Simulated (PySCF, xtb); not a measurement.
Mo(NH)2(Cl)2 (Cl₂H₂MoN₂), SMILES [NH]=[Mo](=[NH])([Cl])[Cl], multiplicity 1.

GFN2-xTB in xtb 6.7.1 at its own geometry gives an orbital gap of 2.50 eV and a dipole moment of 0.88 D.

Coordinates come from a PBE0-D3(BJ)/def2-SVP optimisation. The multiplicity is an assumed one; no other spin state was optimised. The structure was generated by enumeration; whether it is a known compound was not checked. The def2 effective core potentials stand for the cores of Mo; spin–orbit coupling is left out.

What does r2SCAN/def2-TZVP (PySCF) give? (Estimate from the structure and the level; the computed values follow.)

gap 3.93 eV (levels -7.38 and -3.45 eV), dipole 3.42 D.
